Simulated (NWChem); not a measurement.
# Si2H3OF3; SMILES F[SiH2]O[SiH](F)F

```xyz
9

Si     0.2627    -1.7416    -0.4893
F     -0.7601    -2.5459     0.4542
O      0.5387    -0.2552     0.1699
Si    -0.0437     1.2399     0.4425
F      0.8506     2.3011    -0.3474
F     -1.5279     1.3430    -0.1441
H      1.5499    -2.4649    -0.5130
H     -0.3538    -1.5964    -1.8259
H     -0.0375     1.5595     1.8735
```
Atoms are numbered in this order, from 1.

Results from NWChem. Pople sets run with spherical d functions. Geometry: optimised at B3LYP/6-31G* (spherical d). Level: M05-2X/6-31G* with SMD (1 M gas to 1 M solution), gas-phase geometry. Reactions with the solvent are ignored.

Problem. Predict the results for solvent ethyl acetate. Quantities: solvation free energy (kcal/mol); cavity-dispersion-structure term (kcal/mol); dipole in solution (D).

Solution. The solvation free energy (kcal/mol) is -2.3. The cavity-dispersion-structure term (kcal/mol) comes out as 0.2 and the dipole in solution (D) is 1.10.
